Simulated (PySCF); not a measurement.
C4H10OP2Si.
Z-matrix (Å and degrees, GFN2-xTB geometry), rows numbered from 1:
```
O 
P   1  1.4706
P   2  2.1898  1  111.44
C   2  1.8165  1  118.39  3   129.09
C   4  1.3301  2  112.07  1   134.21
Si  5  1.8860  4  125.08  2  -179.61
C   5  1.5084  4  115.68  2     1.87
C   7  1.5262  5  109.11  4   -18.65
H   3  1.3922  2   93.65  1   157.75
H   3  1.3918  2   90.23  1    64.78
H   4  1.0771  2  122.35  1   -45.10
H   6  1.4636  5  108.04  4   121.02
H   6  1.4661  5  107.67  4  -120.48
H   6  1.4602  5  109.13  4    -0.36
H   7  1.0921  5  110.58  4  -141.80
H   7  1.0949  5  107.97  4   101.32
H   8  1.0906  2  111.99  1    92.23
H   8  1.0929  2  106.32  1   -26.05
```

Probes without a nucleus sit at each ring's centroid and 1 Å off its mean plane on both sides; NICS is minus the shielding there, NICSzz its component along the normal. Level: GIAO PBE0/pcSseg-1 (PySCF, non-relativistic, gas phase) on the GFN2-xTB geometry, one conformer.

Ring bond lengths (Å), with Mayer bond orders in brackets: P2–C4 1.817 (0.82), C4–C5 1.330 (1.82), C5–C7 1.508 (1.00), C7–C8 1.526 (1.02), C8–P2 1.846 (0.88).

Give the NICS values of each ring in ppm.

| ring | type | NICS(0) | NICS(1), two faces | NICS(1)zz, two faces | rms pucker (Å) | centre to ring atoms, mean (Å) |
| --- | --- | --- | --- | --- | --- | --- |
| P2–C4–C5–C7–C8 | 5-membered ring with P; formal bonds 1 double, 4 single | -2.7 | -4.3 / -3.6 | -4.2 / -2.9 | 0.12 | 1.35 |

What can be read from them?

- P2–C4–C5–C7–C8: mean NICS(1)zz -3.5 ppm, shielded. P2, C7, C8 have four or more neighbours, and the NICS criterion for π rings isn't applied.

What are the shieldings of the ring atoms and their hydrogens in the same run (means over atoms taken as equivalent)?

```tsv
atoms	environment	σ isotropic (ppm)
P2	phosphoryl phosphorus	271.9
C4	alkene CH carbon	31.9
C5	fully substituted alkene carbon	27.5
C7	allylic carbon	151.2
C8	sp3 carbon bound to phosphorus	149.8
H11	vinylic hydrogen	24.68
H15	methylene hydrogen	29.02
H16	methylene hydrogen	29.49
H17	methylene hydrogen	29.66
H18	methylene hydrogen	29.66
```
